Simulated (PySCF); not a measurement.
## Bonding in `CC#CP(C)CP`

C₅H₁₀P₂.
Numbering: `[CH3:1][C:2]#[C:3][P:4]([CH3:5])[CH2:6][PH2:7]` (hydrogens: H8, H9, H10 on C1; H11, H12, H13 on C5; H14, H15 on C6; H16, H17 on P7)

Geometry (GFN2-xTB, Å), atoms numbered from 1 in this order:
```
atom  x, y, z in Å
C1    -3.0356   -0.6320    0.9193
C2    -1.7661   -0.1064    0.4715
C3    -0.6997    0.2826    0.0661
P4     0.8394    1.0154   -0.3920
C5     0.7593    0.6539   -2.2105
C6     1.9338   -0.4251    0.0868
P7     2.1615   -0.5864    1.9230
H8    -3.5026   -1.2170    0.1269
H9    -3.7005    0.1866    1.1943
H10   -2.8853   -1.2721    1.7888
H11   -0.0032    1.2881   -2.6596
H12    1.7204    0.8923   -2.6643
H13    0.5147   -0.3913   -2.3959
H14    1.5354   -1.3689   -0.3010
H15    2.9253   -0.2715   -0.3541
H16    0.8092   -0.4545    2.2415
H17    2.3869    0.7712    2.1491
```

Bond orders from the PBE0/pcSseg-1 density (PySCF). One conformer (not necessarily the lowest) at the GFN2-xTB geometry, without solvent, vibrations or thermal averaging. GFN2-xTB frequencies show an imaginary mode (36i cm⁻¹), so this geometry is no minimum at that level.

Where do the orders between heavy atoms depart from those drawn in the SMILES?

The largest departure is 0.270, at C2–C3 (drawn triple, 2.730). Drawn single, order above 1.12: C1–C2 (1.204). Drawn single, order below 0.88: C3–P4 (0.851).

Give the Mayer order of every bond, beside its length.

| bond | drawn as | length (Å) | Mayer order |
| --- | --- | --- | --- |
| C1–C2 | single | 1.445 | 1.204 |
| C2–C3 | triple | 1.205 | 2.730 |
| C3–P4 | single | 1.765 | 0.851 |
| P4–C5 | single | 1.856 | 0.982 |
| P4–C6 | single | 1.871 | 0.948 |
| C6–P7 | single | 1.857 | 0.971 |
| C1–H8 | single | 1.090 | 0.924 |
| C1–H9 | single | 1.090 | 0.923 |
| C1–H10 | single | 1.090 | 0.921 |
| C5–H11 | single | 1.089 | 0.957 |
| C5–H12 | single | 1.089 | 0.952 |
| C5–H13 | single | 1.089 | 0.947 |
| C6–H14 | single | 1.095 | 0.923 |
| C6–H15 | single | 1.096 | 0.934 |
| P7–H16 | single | 1.396 | 0.945 |
| P7–H17 | single | 1.395 | 0.945 |

By pair of heavy elements: C–C: lowest C1–C2 (1.204, 1.445 Å), highest C2–C3 (2.730, 1.205 Å). C–P: lowest C3–P4 (0.851, 1.765 Å), highest P4–C5 (0.982, 1.856 Å); in 3 of the 6 pairs the longer bond (by over 0.003 Å) has the higher order (by 0.02 or more).

Sum the orders of all bonds at each heavy atom with more than one neighbour and set the sums beside the valence in the SMILES.

C1 3.972 (drawn 4), C2 3.934 (drawn 4), C3 3.581 (drawn 4), P4 2.781 (drawn 3), C5 3.838 (drawn 4), C6 3.776 (drawn 4), P7 2.861 (drawn 3). Orders between atoms that aren't bonded are not in these sums.

Mayer orders depend on the basis set.
